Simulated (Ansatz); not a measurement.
Geometry optimisation, RKS PBE/cc-pVDZ (Ansatz 0.2.0).

The input (input.yaml):

```yaml
crystal:
  periodic: [false, false, false]
  atoms:
    - { symbol: Al, position_ang: [-0.5032, -0.952, -0.0925] }
    - { symbol: C, position_ang: [1.0653, 0.1316, 1.1729] }
    - { symbol: F, position_ang: [0.1581, -1.6199, -1.4445] }
    - { symbol: F, position_ang: [-1.3973, -1.8832, 0.9186] }
    - { symbol: H, position_ang: [-0.5699, 1.0718, -1.2593] }
    - { symbol: O, position_ang: [-1.7191, 0.6666, -0.8979] }
    - { symbol: H, position_ang: [0.7802, 0.5206, -0.1379] }
    - { symbol: F, position_ang: [0.6297, 1.1188, -1.1793] }
    - { symbol: H, position_ang: [0.592, 0.8574, 1.8328] }
    - { symbol: H, position_ang: [1.114, -0.8158, 1.7256] }
    - { symbol: H, position_ang: [2.1049, 0.4225, 1.0272] }
    - { symbol: H, position_ang: [-2.2547, 0.4814, -1.6657] }
basis:
  gaussian: { orbitals: cc-pVDZ }
hamiltonian:
  xc: pbe
relax:
  f_tol: 0.15
  max_steps: 25
  restrain:
    - { distance: [0, 5], at: 3.17, k: 30.0 }
    - { distance: [4, 7], at: 2.18, k: 30.0 }
    - { distance: [6, 1], at: 2.37, k: 30.0 }
    - { distance: [0, 1], at: 1.97, k: 30.0 }
    - { distance: [4, 5], at: 0.97, k: 30.0 }
    - { distance: [6, 7], at: 0.88, k: 30.0 }
```

Run as:

```bash
$ ansatz run input.yaml --threads 2 --pin off --max-ram 3072MiB --backend cpu --events-out ev --progress --plain --runs-dir out
```

Q: Where does it end, and by what steps?

A: It converged. The restraints hold the end off the free minimum. After 9 steps the energy has fallen by 0.120 eV (the restraints' own energy left out); H7 moved furthest, 0.87 Å. Joined: H5–O6 (1.27 → 0.98 Å), H7–F8 (1.21 → 0.92 Å).

```tsv
step	energy less start (eV)	largest force component (eV/Å)	accepted
0	0.0000	3.257	yes
1	0.2930	3.795	yes
2	0.7194	4.278	yes
3	0.6731	3.261	yes
4	0.2373	1.186	yes
5	-0.0077	1.380	yes
6	-0.0792	1.299	yes
7	-0.1139	0.842	yes
8	-0.1234	0.641	no
9	-0.1201	0.942	yes
```

```xyz
12
Properties=species:S:1:pos:R:3
Al -0.191 -1.289 0.254
C 0.990 -0.171 1.360
F 0.232 -1.724 -1.338
F -1.440 -2.174 0.995
H -1.176 1.371 -1.398
O -1.969 1.015 -0.956
H 1.261 0.992 -0.687
F 0.998 1.440 -1.447
H 0.485 0.783 1.624
H 1.166 -0.717 2.312
H 1.989 0.046 0.924
H -2.344 0.427 -1.644
```

Time of the run: 25 s on 2 threads of Intel(R) Xeon(R) Platinum 8488C (Sapphire Rapids) (shared host), peak memory 0.17 GiB.
